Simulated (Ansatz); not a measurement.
```yaml
crystal:
  periodic: [false, false, false]
  atoms:
    - {symbol: P, position_ang: [-1.625911, -1.102645, -1.412680]}
    - {symbol: B, position_ang: [-0.453742, -0.441310, -0.088332]}
    - {symbol: C, position_ang: [0.146918, -0.438184, 1.327826]}
    - {symbol: N, position_ang: [0.675732, 0.290161, 0.130336]}
    - {symbol: Zn, position_ang: [2.086711, 1.359641, -0.282217]}
    - {symbol: H, position_ang: [-2.830338, -0.922801, -0.689130]}
    - {symbol: H, position_ang: [-1.748819, 0.082185, -2.183116]}
    - {symbol: H, position_ang: [-0.271479, 0.180330, 2.121069]}
    - {symbol: H, position_ang: [0.754660, -1.262855, 1.698363]}
    - {symbol: Xx, position_ang: [3.266268, 2.255487, -0.622129]}
basis:
  gaussian: {orbitals: cc-pVTZ, final_grid: {core_spheres: 20, valence_spheres: 16, degree: 47}}
magnetization: {spin_polarized: true, initial_magnetization: 2}
hamiltonian: {xc: {name: PBEsol}, dispersion: d3bj}
output: {forces: true}
```

```sh
$ ansatz run in.yaml --threads 4 --pin off --events-out ev --progress --plain --max-ram 10444MiB
```

Shortened log:

```
Error: YAML parse error: error: line 13 column 16: `Xx` is not an element symbol (H … Og, case-exact)
11 |     - {symbol: H, position_ang: [-0.271479, 0.180330, 2.121069]}
12 |     - {symbol: H, position_ang: [0.754660, -1.262855, 1.698363]}
13 |     - {symbol: Xx, position_ang: [3.266268, 2.255487, -0.622129]}
14 | basis:
15 |   gaussian: {orbitals: cc-pVTZ, final_grid: {core_spheres: 20, valence_spheres: …
```

(1) What is wrong with this run?

Answers

(1) An element symbol is wrong. The input was rejected before any iteration.
